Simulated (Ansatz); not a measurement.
Geometry optimisation, UKS PBE-D4/def2-SVP (Ansatz).

Input:

```yaml
crystal:
  periodic: [false, false, false]
  atoms:
    - { symbol: B, position_ang: [-1.045511, 0.225736, 0.08987] }
    - { symbol: O, position_ang: [1.597353, 0.458113, -0.786247] }
    - { symbol: F, position_ang: [-1.425133, 0.11546, -1.181718] }
    - { symbol: F, position_ang: [-1.114096, 1.403813, 0.69391] }
    - { symbol: H, position_ang: [1.520365, -0.379957, -0.2931] }
    - { symbol: S, position_ang: [-0.594027, -1.335927, 1.008364] }
    - { symbol: H, position_ang: [1.348597, 0.189666, -1.690959] }
    - { symbol: H, position_ang: [-0.287546, -0.676905, 2.159879] }
magnetization:
  spin_polarized: true
basis:
  gaussian: { orbitals: def2-SVP }
hamiltonian:
  xc: pbe
  dispersion: d4
relax:
  f_tol: 0.03
  max_steps: 50
```

Command:

```bash
$ ansatz run input.yaml --threads 2 --pin off --max-ram 3072MiB --backend cpu --events-out ev --progress --plain --runs-dir out
```

Task: Where does it end, and by what steps?

Result: The forces met the threshold. After 8 steps the energy has fallen by 0.201 eV; O2 moved furthest, 0.57 Å. Joined: B1–O2 (2.79 → 1.79 Å).

```csv
step,energy less start (eV),largest force component (eV/Å),accepted
0,0.0000,0.571,yes
1,-0.0345,1.106,yes
2,-0.0623,0.991,yes
3,-0.1398,0.648,yes
4,-0.1833,0.229,yes
5,-0.1968,0.167,yes
6,-0.1996,0.083,yes
7,-0.2005,0.050,yes
8,-0.2009,0.024,yes
```

```xyz
8
Properties=species:S:1:pos:R:3
B -0.633 0.247 -0.069
O 1.072 0.425 -0.576
F -1.223 0.062 -1.287
F -0.885 1.413 0.566
H 1.381 -0.440 -0.208
S -0.531 -1.336 0.986
H 1.050 0.307 -1.550
H -0.231 -0.678 2.139
```

The run took 7 s on 2 threads of AMD EPYC 9R45 96-Core Processor (Zen 5), on a shared host, peak memory 0.19 GiB.
